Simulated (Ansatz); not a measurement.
Ansatz (an electronic-structure program) input (CCSD(T)/def2-SVPD):

Ansatz 0.2 input:
```yaml
crystal:
  periodic: [false, false, false]
  atoms:
    - {symbol: O, position_ang: [0.35124896, -0.71821310, -0.08793325]}
    - {symbol: Sn, position_ang: [-1.77460881, -0.78335130, -0.00027416]}
    - {symbol: H, position_ang: [-1.98473348, -2.45914763, -0.10387848]}
    - {symbol: H, position_ang: [-2.14243571, 0.14589372, -1.36638894]}
    - {symbol: H, position_ang: [-2.01125752, -0.04751673, 1.50555967]}
    - {symbol: Sn, position_ang: [1.71351439, 0.90951304, 0.01569140]}
    - {symbol: H, position_ang: [0.53448176, 2.11686784, 0.15880990]}
    - {symbol: H, position_ang: [2.49992889, 0.76108895, -1.47528159]}
    - {symbol: H, position_ang: [2.58733661, 0.50657419, 1.40767583]}
    - {symbol: H, position_ang: [0.76140838, -1.58614256, -0.19389230]}
basis:
  gaussian:
    orbitals: def2-SVPD
total_charge: 1
magnetization: {spin_polarized: false}
correlation: {method: ccsd_t, electrons: outside_noble_gas}
output: {forces: true}
```

Output:

```
Functional definition: HF
integrals: 0.42 GiB planned
1626 factors; integrals over basis functions are off by at most 1.1e-3 eV
mean field: 0.86 GiB planned
mean field evaluation 1: about -13744.9604 eV, gradient 5.4e1 eV
mean field evaluation 2: about -13745.0796 eV, gradient 5.4e1 eV
mean field evaluation 4: about -13750.7567 eV, gradient 3.0e0 eV
mean field evaluation 8: about -13750.8040 eV, gradient 7.5e-2 eV
mean field evaluation 16: about -13747.5468 eV, gradient 4.1e1 eV
mean field -13750.80403205 eV, -505.3327275482 hartree, gradient 2.4e-6 eV, S^2 0.000000; 0 other end points of the search recorded, 0 dependent functions left out
19 core orbitals not correlated
reference -13750.80403205 eV, -505.3327275482 hartree; 10, 10 occupied and 114, 114 virtual orbitals, 1626 factors
densities: 1.77 GiB planned
second order -10.53347633 eV of doubles, -0.00000000 eV of singles
coupled cluster: 0.90 GiB planned
cycle   1  -11.30873389 eV  change   -7.8e-1 eV  update   9.6e-2
cycle   2  -11.74827680 eV  change   -4.4e-1 eV  update   3.1e-2
cycle   3  -11.85221145 eV  change   -1.0e-1 eV  update   1.4e-2
cycle   4  -11.84637054 eV  change    5.8e-3 eV  update   2.9e-3
cycle   5  -11.84667332 eV  change   -3.0e-4 eV  update   9.8e-4
cycle   6  -11.84690597 eV  change   -2.3e-4 eV  update   2.7e-4
cycle   7  -11.84674967 eV  change    1.6e-4 eV  update   9.5e-5
cycle   8  -11.84672815 eV  change    2.2e-5 eV  update   2.7e-5
cycle   9  -11.84673512 eV  change   -7.0e-6 eV  update   9.8e-6
perturbative correction -0.28070919 eV, -0.0103158725 hartree
the calculation of the forces begins
Total energy: -13762.93147637 eV, -505.7784029064 hartree
Atom 0 at     0.351249    -0.718213    -0.087933 Å, force     0.059861    -0.122904    -0.014322 eV/Å
Atom 1 at    -1.774609    -0.783351    -0.000274 Å, force    -0.252150    -0.009303     0.008379 eV/Å
Atom 2 at    -1.984733    -2.459148    -0.103878 Å, force    -0.037692    -0.201309    -0.011953 eV/Å
Atom 3 at    -2.142436     0.145894    -1.366389 Å, force    -0.062574     0.114355    -0.164496 eV/Å
Atom 4 at    -2.011258    -0.047517     1.505560 Å, force    -0.045931     0.091590     0.184384 eV/Å
Atom 5 at     1.713514     0.909513     0.015691 Å, force     0.190454     0.169029     0.009439 eV/Å
Atom 6 at     0.534482     2.116868     0.158810 Å, force    -0.151483     0.160088     0.018768 eV/Å
Atom 7 at     2.499929     0.761089    -1.475282 Å, force     0.104139    -0.002495    -0.173912 eV/Å
Atom 8 at     2.587337     0.506574     1.407676 Å, force     0.114674    -0.032260     0.164232 eV/Å
Atom 9 at     0.761408    -1.586143    -0.193892 Å, force     0.080701    -0.166791    -0.020517 eV/Å
Dipole moment:     0.083715    -0.164192    -0.020250 e Å
```

It need not be the lowest isomer of its formula.
